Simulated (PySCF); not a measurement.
**Sb²⁶⁺ (antimony, charge +26) across methods**

[Ar] 3d7, high-spin 4F determinant. All numbers are calculated (PySCF 2.14, no relativity, point nucleus, in an uncontracted even-tempered set (17 s from 3.1 bohr⁻², ratio 2.5; 11 p from 4.1 bohr⁻², ratio 2.5; 8 d from 4.1 bohr⁻², ratio 2.5; 4 f from 19 bohr⁻², ratio 2.7; 3 g from 28 bohr⁻², ratio 2.7)).

```json
{"method": "LDA", "E (hartree)": "-5928.76", "mean ε 3p β (eV)": "-1598.4", "mean ε 3d α (eV)": "-1416.9", "mean ε 3d β (eV)": "-1406.4", "Σ⟨r²⟩ (bohr²)": "1.743", "⟨S²⟩": "3.750"}
{"method": "PBE0", "E (hartree)": "-5934.28", "mean ε 3p β (eV)": "-1610.0", "mean ε 3d α (eV)": "-1428.3", "mean ε 3d β (eV)": "-1418.0", "Σ⟨r²⟩ (bohr²)": "1.741", "⟨S²⟩": "3.750"}
{"method": "TPSSh", "E (hartree)": "-5934.58", "mean ε 3p β (eV)": "-1604.3", "mean ε 3d α (eV)": "-1421.5", "mean ε 3d β (eV)": "-1412.5", "Σ⟨r²⟩ (bohr²)": "1.742", "⟨S²⟩": "3.750"}
{"method": "r2SCAN", "E (hartree)": "-5934.73", "mean ε 3p β (eV)": "-1603.1", "mean ε 3d α (eV)": "-1420.9", "mean ε 3d β (eV)": "-1411.3", "Σ⟨r²⟩ (bohr²)": "1.740", "⟨S²⟩": "3.750"}
{"method": "PBE", "E (hartree)": "-5934.08", "mean ε 3p β (eV)": "-1598.9", "mean ε 3d α (eV)": "-1417.0", "mean ε 3d β (eV)": "-1407.6", "Σ⟨r²⟩ (bohr²)": "1.742", "⟨S²⟩": "3.750"}
{"method": "UHF", "E (hartree)": "-5933.52300", "mean ε 3p β (eV)": "-1641.1", "mean ε 3d α (eV)": "-1460.2", "mean ε 3d β (eV)": "-1447.3", "Σ⟨r²⟩ (bohr²)": "1.739", "⟨S²⟩": "3.750"}
```

(1) Estimate the same row for MN15.

A non-relativistic calculation at this Z misses sizeable relativistic shifts. Spin-orbit coupling, absent here, splits the open shell strongly.

Answers

(1) E (hartree) = -5935.86; mean ε 3p β (eV) = -1604.2; mean ε 3d α (eV) = -1420.9; mean ε 3d β (eV) = -1406.7; Σ⟨r²⟩ (bohr²) = 1.745; ⟨S²⟩ = 3.750.
